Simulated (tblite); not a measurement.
Species: C₄H₁₆GeSi₂.
Atom-mapped SMILES: `[CH3:1][CH2:2][GeH2:3][SiH2:4][CH2:5][CH2:6][SiH3:7]` (hydrogens: H8, H9, H10 on C1; H11, H12 on C2; H13, H14 on Ge3; H15, H16 on Si4; H17, H18 on C5; H19, H20 on C6; H21, H22, H23 on Si7)

Computed with GFN2-xTB (tblite), gas phase: L-BFGS steps from a force-field or distance-geometry start until the largest atomic force falls under 0.01 eV/Å.

Step 19: E = -601.1176 eV
```
atom  x, y, z in Å  |  force x, y, z in eV/Å
C1     -2.9484    2.0054    0.3517    0.003  -0.005   0.002
C2     -2.1174    0.7364    0.2584    0.021  -0.019  -0.017
Ge3    -1.2630    0.4773   -1.5191    0.010  -0.031   0.026
Si4    -0.0176   -1.5130   -1.5826    0.016  -0.002  -0.002
C5      1.0774   -1.5374   -0.0237    0.010   0.002   0.003
C6      2.0458   -0.3549    0.0095    0.002  -0.005   0.013
Si7     3.1655   -0.3922    1.5491   -0.011  -0.001  -0.019
H8     -3.3953    2.1080    1.3397   -0.021   0.025   0.008
H9     -3.7452    1.9892   -0.3895   -0.014   0.023   0.004
H10    -2.3263    2.8779    0.1608   -0.016   0.024   0.004
H11    -1.3420    0.7495    1.0284    0.003   0.013  -0.001
H12    -2.7464   -0.1313    0.4720   -0.006   0.005  -0.004
H13    -2.3725    0.5626   -2.5459    0.005  -0.009   0.008
H14    -0.4960    1.7503   -1.8191    0.002  -0.014   0.005
H15     0.8338   -1.6147   -2.7723    0.014   0.011  -0.010
H16    -0.9027   -2.6835   -1.5661   -0.015  -0.007  -0.002
H17     0.4418   -1.5036    0.8646    0.006  -0.013   0.000
H18     1.6406   -2.4694    0.0401   -0.007  -0.007  -0.036
H19     1.4728    0.5776   -0.0202    0.015  -0.008   0.007
H20     2.6584   -0.3657   -0.8954   -0.005  -0.004   0.022
H21     3.9095   -1.6559    1.5486   -0.004   0.026   0.008
H22     4.0952    0.7389    1.5229   -0.022  -0.011  -0.004
H23     2.3271   -0.3244    2.7503    0.012   0.006  -0.014
```

Step 20: E = -601.1180 eV
```
atom  x, y, z in Å  |  force x, y, z in eV/Å
C1     -2.9490    2.0065    0.3518   -0.004  -0.001   0.007
C2     -2.1181    0.7379    0.2589    0.034  -0.035  -0.026
Ge3    -1.2633    0.4771   -1.5186    0.024  -0.045   0.031
Si4    -0.0161   -1.5141   -1.5834    0.000   0.018  -0.004
C5      1.0779   -1.5379   -0.0240    0.009  -0.008   0.001
C6      2.0463   -0.3556    0.0105   -0.007  -0.003  -0.004
Si7     3.1659   -0.3921    1.5499   -0.018   0.001  -0.029
H8     -3.3960    2.1086    1.3392   -0.025   0.026   0.025
H9     -3.7463    1.9911   -0.3883   -0.019   0.017  -0.009
H10    -2.3280    2.8795    0.1616   -0.004   0.031   0.000
H11    -1.3419    0.7511    1.0283   -0.007   0.012  -0.003
H12    -2.7472   -0.1302    0.4717   -0.002   0.010   0.001
H13    -2.3730    0.5611   -2.5446    0.003  -0.005   0.002
H14    -0.4950    1.7496   -1.8176   -0.001  -0.013   0.001
H15     0.8356   -1.6168   -2.7730    0.012   0.014  -0.007
H16    -0.9016   -2.6844   -1.5677   -0.014  -0.008  -0.001
H17     0.4422   -1.5056    0.8643    0.008  -0.014  -0.002
H18     1.6401   -2.4707    0.0367    0.000  -0.004  -0.025
H19     1.4726    0.5766   -0.0203    0.017  -0.008   0.013
H20     2.6584   -0.3659   -0.8947    0.000  -0.005   0.024
H21     3.9103   -1.6547    1.5490    0.002   0.016   0.009
H22     4.0941    0.7393    1.5223   -0.014  -0.002  -0.003
H23     2.3272   -0.3234    2.7500    0.006   0.005  -0.003
```

**Question.** Estimate the geometry and energy of step 21. (The exact step hangs on the optimiser's Hessian estimate; all steps are aligned on step 20, rigid shifts and turns removed.)

**Answer.** E = -601.1184 eV, largest force 0.060 eV/Å
```
atom  x, y, z in Å  |  force x, y, z in eV/Å
C1     -2.9497    2.0079    0.3520   -0.011   0.006   0.010
C2     -2.1185    0.7393    0.2591    0.030  -0.033  -0.023
Ge3    -1.2632    0.4761   -1.5174    0.032  -0.045   0.023
Si4    -0.0143   -1.5154   -1.5845   -0.016   0.028  -0.008
C5      1.0785   -1.5386   -0.0244    0.002  -0.020  -0.006
C6      2.0467   -0.3565    0.0118   -0.016  -0.004  -0.021
Si7     3.1660   -0.3920    1.5504   -0.021   0.004  -0.030
H8     -3.3974    2.1099    1.3392   -0.021   0.022   0.031
H9     -3.7481    1.9939   -0.3871   -0.015   0.008  -0.018
H10    -2.3303    2.8820    0.1625    0.005   0.028  -0.002
H11    -1.3418    0.7532    1.0282   -0.017   0.009  -0.003
H12    -2.7482   -0.1286    0.4714    0.003   0.013   0.008
H13    -2.3736    0.5593   -2.5428    0.006  -0.002   0.000
H14    -0.4938    1.7485   -1.8159   -0.005  -0.016  -0.003
H15     0.8382   -1.6192   -2.7740    0.007   0.018   0.000
H16    -0.9005   -2.6857   -1.5697   -0.008  -0.002   0.000
H17     0.4429   -1.5084    0.8640    0.010  -0.015  -0.003
H18     1.6396   -2.4724    0.0320    0.010  -0.002  -0.010
H19     1.4727    0.5752   -0.0203    0.013  -0.003   0.019
H20     2.6584   -0.3663   -0.8935    0.009  -0.007   0.018
H21     3.9115   -1.6530    1.5498    0.008   0.003   0.011
H22     4.0926    0.7399    1.5216   -0.003   0.010  -0.003
H23     2.3274   -0.3221    2.7497   -0.001   0.003   0.009
```

The energy changes by -0.0004 eV. The first-order estimate −F·Δx gives -0.0006 eV and the mean of the old and new forces, exact on a quadratic surface, -0.0004 eV. The step makes an angle of 67° with the force vector and moves no atom by more than 0.005 Å.

The cost below is that of the whole relaxation. Time: 0.88 s wall. Hardware: Arm Neoverse V1, one thread, shared host with 32 logical CPUs at a one-minute load of 29.
